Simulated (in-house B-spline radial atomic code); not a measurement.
Whole-atom quantities along the 7-electron series, configuration [He] 2s2 2p3. Computed with an all-electron radial atomic-structure program (B-spline basis): non-relativistic Hartree-Fock, average of the configuration, point nuclei.

This level leaves out relativity, spin-orbit splitting included, which matters for heavy ions.

```tsv
ion	Z	E/Z² (Eh)	Σ<r²> (bohr²)	n(0)/Z³ (bohr⁻³)	Lamb diamagnetic shielding (ppm)	repulsion over attraction
Pm54+	61	-1.5545	0.053098	0.69981	3441.18	0.021758
Sm55+	62	-1.5556	0.051319	0.70007	3498.87	0.021413
Eu56+	63	-1.5567	0.049628	0.70032	3556.56	0.021078
Gd57+	64	?	?	?	?	?
Tb58+	65	-1.5587	0.046487	0.7008	3671.94	0.02044
Dy59+	66	-1.5597	0.045028	0.70102	3729.63	0.020136
Ho60+	67	-1.5607	0.043636	0.70125	3787.32	0.01984
Er61+	68	-1.5616	0.042308	0.70146	3845	0.019552
Tm62+	69	-1.5625	0.041039	0.70167	3902.69	0.019273
Yb63+	70	-1.5634	0.039827	0.70187	3960.38	0.019002
Lu64+	71	-1.5642	0.038668	0.70207	4018.07	0.018738
Hf65+	72	-1.5651	0.037558	0.70226	4075.76	0.018482
Ta66+	73	?	?	?	?	?
W67+	74	-1.5667	0.035478	0.70263	4191.14	0.017989
Re68+	75	-1.5674	0.034502	0.70281	4248.83	0.017753
Os69+	76	-1.5682	0.033566	0.70298	4306.52	0.017522
Ir70+	77	?	?	?	?	?
Pt71+	78	-1.5696	0.031804	0.70331	4421.9	0.017079
Au72+	79	-1.5703	0.030975	0.70347	4479.59	0.016866
Hg73+	80	-1.571	0.030178	0.70363	4537.27	0.016658
```

Task: Fill in the row of Gd57+.

Result: E/Z² (Eh): -1.5577; Σ<r²> (bohr²): 0.048019; n(0)/Z³ (bohr⁻³): 0.70056; Lamb diamagnetic shielding (ppm): 3614.25; repulsion over attraction: 0.020754.

Task: Fill in the row of Ta66+.

Result: E/Z² (Eh): -1.5659; Σ<r²> (bohr²): 0.036496; n(0)/Z³ (bohr⁻³): 0.70245; Lamb diamagnetic shielding (ppm): 4133.45; repulsion over attraction: 0.018232.

Task: Fill in the row of Ir70+.

Result: E/Z² (Eh): -1.5689; Σ<r²> (bohr²): 0.032667; n(0)/Z³ (bohr⁻³): 0.70315; Lamb diamagnetic shielding (ppm): 4364.21; repulsion over attraction: 0.017298.

Task: With what power of Z does the column «Σ<r²> (bohr²)» change over this range?

Result: A fit of the logarithm of its size against log Z from Z = 61 to 80 has slope -2.08. Unscreened non-relativistic hydrogenic orbitals would give -2.
